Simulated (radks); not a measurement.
The numbers below are computed, except where a source is named.
Effect of the nuclear size on the gadolinium ion Gd2+, [Xe] 4f7 5d1. Level of theory: Dirac Kohn-Sham, relativistic LDA (MacDonald-Vosko exchange, VWN5 correlation), spin-unpolarised, spherical densities, finite nucleus; open shells fill j = l - 1/2 first; Fermi nuclear charge, rms radius 5.1569 fm (a radial shooting solver on a logarithmic mesh with Libxc functionals). The rms radius is varied about that value; shifts are against it.

rms radius (fm),total energy shift (eV),density at nucleus (e/bohr^3),1s1/2 shift (meV),2s1/2 shift (meV),5s1/2 shift (meV),5p1/2 shift (meV),5d3/2 shift (meV),6s1/2 (empty) shift (meV)
4.2493,-6.73,6.515e+05,-2760,-355,-3.02,0.104,0.060,-0.462
4.7547,-3.10,6.332e+05,-1270,-164,-1.39,0.048,0.028,-0.213
5.1569,0,6.202e+05,0.000,0.000,0.000,0.000,0.000,0.000
5.4096,2.04,6.127e+05,837,108,0.917,-0.032,-0.018,0.140
6.0284,7.35,5.96e+05,3010,388,3.30,-0.113,-0.066,0.505

Slopes of the eigenvalues against <r^2> in GHz/fm^2, as finite differences over the two radii next to the reference (eigenvalue slopes, not the field-shift constants of lines): 1s1/2 76600, 2s1/2 9870, 5s1/2 83.8, 5p1/2 -2.89, 5d3/2 -1.67, 6s1/2 (empty) 12.8.
